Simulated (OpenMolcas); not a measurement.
N+: input and output

Input:

```
&GATEWAY
Coord
1

N 0.0 0.0 0.0
Basis=ANO-RCC-VQZP
Group=XYZ
NoMove
AngMom=0.0 0.0 0.0
AMFI
&SEWARD
* reference wave functions (RASSCF and RASSI steps not shown): 2 electrons in 9 orbitals (RAS2 2p; RAS3 3s 3d, at most 1 electron)
>>> COPY JOB001 $Project.JobIph
&CASPT2
Multistate=3 1 2 3
Frozen=0 0
IPEA=0.25
Shift=0.2
MaxIter=60
WThr=0.0 0.3 0.05
PrWF=0.5
NoMix
>>> COPY JOB002 $Project.JobIph
&CASPT2
Multistate=6 1 2 3 4 5 6
Frozen=0 0
IPEA=0.25
Shift=0.2
MaxIter=60
WThr=0.0 0.3 0.05
PrWF=0.5
NoMix
>>> COPY JOB003 $Project.JobIph
&CASPT2
Multistate=15 1 2 3 4 5 6 7 8 9 10 11 12 13 14 15
Frozen=0 0
IPEA=0.25
Shift=0.2
MaxIter=60
WThr=0.0 0.3 0.05
PrWF=0.5
NoMix
...
```

Output, cut to the results:

```
--- CASPT2 ---
Orbital specifications:
      -----------------------

      Symmetry species                           1   2
                                                ag  au
      Frozen orbitals                            0   0
      Inactive orbitals                          2   0
      Active orbitals                            6   3
      Secondary orbitals                        21  23
      Deleted orbitals                           0   0
      Number of basis functions                 29  26
Type of calculation                        MS-CASPT2
      Fock operator                              state-specific
      IPEA shift                                 0.25
      Real shift                                 0.20
      Imaginary shift                            0.00
      The input orbitals will be transformed to quasi-canonical
Reference energy:         -53.9173296375
      E2 (Non-variational):      -0.0936788352
      Shift correction:          -0.0039558363
      E2 (Variational):          -0.0976346715
      Total energy:             -54.0149643091
      Residual norm:              0.0000006909
      Reference weight:           0.98060
      Contributions to the CASPT2 correlation energy
      Active & Virtual Only:         -0.0050692949
      One Inactive Excited:          -0.0571749284
      Two Inactive Excited:          -0.0314346119
Reference energy:         -53.9173296375
      E2 (Non-variational):      -0.0936788352
      Shift correction:          -0.0039558363
      E2 (Variational):          -0.0976346715
      Total energy:             -54.0149643091
      Residual norm:              0.0000006909
      Reference weight:           0.98060
      Contributions to the CASPT2 correlation energy
      Active & Virtual Only:         -0.0050692949
      One Inactive Excited:          -0.0571749284
      Two Inactive Excited:          -0.0314346119
::    CASPT2 Root  1     Total energy:    -54.01496431
::    CASPT2 Root  2     Total energy:    -54.01496431
::    CASPT2 Root  3     Total energy:    -54.01496431
::    MS-CASPT2 Root  1     Total energy:    -54.01496431
::    MS-CASPT2 Root  2     Total energy:    -54.01496431
::    MS-CASPT2 Root  3     Total energy:    -54.01496431
--- CASPT2 ---
Orbital specifications:
      -----------------------

      Symmetry species                           1   2
                                                ag  au
      Frozen orbitals                            0   0
      Inactive orbitals                          2   0
      Active orbitals                            6   3
      Secondary orbitals                        21  23
      Deleted orbitals                           0   0
      Number of basis functions                 29  26
Type of calculation                        MS-CASPT2
      Fock operator                              state-specific
      IPEA shift                                 0.25
      Real shift                                 0.20
      Imaginary shift                            0.00
      The input orbitals will be transformed to quasi-canonical
Reference energy:         -53.8366616236
      E2 (Non-variational):      -0.1045544004
      Shift correction:          -0.0045653059
      E2 (Variational):          -0.1091197064
      Total energy:             -53.9457813300
      Residual norm:              0.0000006544
      Reference weight:           0.97768
      Contributions to the CASPT2 correlation energy
      Active & Virtual Only:         -0.0141134869
      One Inactive Excited:          -0.0587115766
      Two Inactive Excited:          -0.0317293370
Reference energy:         -53.8366616236
      E2 (Non-variational):      -0.1042752249
      Shift correction:          -0.0045429845
      E2 (Variational):          -0.1088182094
      Total energy:             -53.9454798330
      Residual norm:              0.0000006540
      Reference weight:           0.97779
      Contributions to the CASPT2 correlation energy
      Active & Virtual Only:         -0.0141150140
      One Inactive Excited:          -0.0587044004
      Two Inactive Excited:          -0.0314558105
::    CASPT2 Root  1     Total energy:    -53.94578133
::    CASPT2 Root  2     Total energy:    -53.94547983
::    CASPT2 Root  3     Total energy:    -53.94580969
::    CASPT2 Root  4     Total energy:    -53.94580575
::    CASPT2 Root  5     Total energy:    -53.94552407
::    CASPT2 Root  6     Total energy:    -53.84293401
::    MS-CASPT2 Root  1     Total energy:    -53.94611954
::    MS-CASPT2 Root  2     Total energy:    -53.94583441
::    MS-CASPT2 Root  3     Total energy:    -53.94581319
::    MS-CASPT2 Root  4     Total energy:    -53.94574207
::    MS-CASPT2 Root  5     Total energy:    -53.94496783
::    MS-CASPT2 Root  6     Total energy:    -53.84285765
--- CASPT2 ---
Orbital specifications:
      -----------------------

      Symmetry species                           1   2
                                                ag  au
      Frozen orbitals                            0   0
      Inactive orbitals                          2   0
      Active orbitals                            6   3
      Secondary orbitals                        21  23
      Deleted orbitals                           0   0
      Number of basis functions                 29  26
Type of calculation                        MS-CASPT2
      Fock operator                              state-specific
      IPEA shift                                 0.25
      Real shift                                 0.20
      Imaginary shift                            0.00
      The input orbitals will be transformed to quasi-canonical
Reference energy:         -53.2231972771
      E2 (Non-variational):      -0.0885323409
      Shift correction:          -0.0048078217
      E2 (Variational):          -0.0933401626
      Total energy:             -53.3165374398
      Residual norm:              0.0000000797
      Reference weight:           0.97653
...
```

Levels above the lowest, from the spin-orbit matrix with the single-state CASPT2 energies, averaged by term, on its diagonal:

```json
{"Configuration": "2s² 2p²", "Term": "³P", "J": "0", "E (cm⁻¹)": "0.0", "Measured (cm⁻¹)": "0.0", "g": "", "Term weight %": "100"}
{"Configuration": "2s² 2p²", "Term": "³P", "J": "1", "E (cm⁻¹)": "47.8", "Measured (cm⁻¹)": "48.7", "g": "1.501", "Term weight %": "100"}
{"Configuration": "2s² 2p²", "Term": "³P", "J": "2", "E (cm⁻¹)": "142", "Measured (cm⁻¹)": "131", "g": "1.501", "Term weight %": "100"}
{"Configuration": "2s² 2p²", "Term": "¹D", "J": "2", "E (cm⁻¹)": "15300", "Measured (cm⁻¹)": "15316", "g": "1.000", "Term weight %": "100"}
{"Configuration": "2s² 2p²", "Term": "¹S", "J": "0", "E (cm⁻¹)": "37850", "Measured (cm⁻¹)": "32689", "g": "", "Term weight %": "100"}
{"Configuration": "2s² 2p 3s", "Term": "³P°", "J": "0", "E (cm⁻¹)": "153270", "Measured (cm⁻¹)": "148909", "g": "", "Term weight %": "100"}
{"Configuration": "2s² 2p 3s", "Term": "³P°", "J": "1", "E (cm⁻¹)": "153320", "Measured (cm⁻¹)": "148940", "g": "1.501", "Term weight %": "100"}
{"Configuration": "2s² 2p 3s", "Term": "³P°", "J": "2", "E (cm⁻¹)": "153440", "Measured (cm⁻¹)": "149077", "g": "1.501", "Term weight %": "100"}
{"Configuration": "2s² 2p 3s", "Term": "¹P°", "J": "1", "E (cm⁻¹)": "157020", "Measured (cm⁻¹)": "149188", "g": "1.000", "Term weight %": "100"}
```

Against the 8 measured excited levels shown (NIST Handbook of Basic Atomic Spectroscopic Data) the mean absolute deviation is 3300 cm-1; the largest miss in energy is 2s² 2p 3s ¹P°₁: computed 157020, measured 149188 cm⁻¹ (+5.2 %), and the largest in proportion 2s² 2p² ¹S₀ (+15.8 %).

CASPT2 does not keep the components of a term degenerate, so their means are used; among the terms shown or strongly mixed into the levels shown the widest spread is 72 cm-1 (2s² 2p² ¹D). Over all roots computed the reference weight is 0.87 to 0.98; the roots of lowest weight are the least certain, and an intruder state may touch them. ANO sets are built for valence states and can reach diffuse excited orbitals poorly. With the s shell closed, the reference lacks s² → p² mixing. Some terms miss by over 15 % even with CASPT2, which points to a basis or an active space too small for the shells correlated. Measured partners are found by configuration, term and J. A level has none where our copy of the source lacks it or the pairing is in doubt (some pairs that miss far off the trend of their configuration count as doubtful), and it then counts in no deviation. Only configurations of the active space appear. The first state left out of the spin-orbit step lies near 240000 cm-1 above the lowest spin-free state of the reference (among the parities and spins computed), and the list stops at four fifths of that energy or lower.

The term weight is that of the spin-free term in the level, not the purity of its configuration. ° marks odd parity.
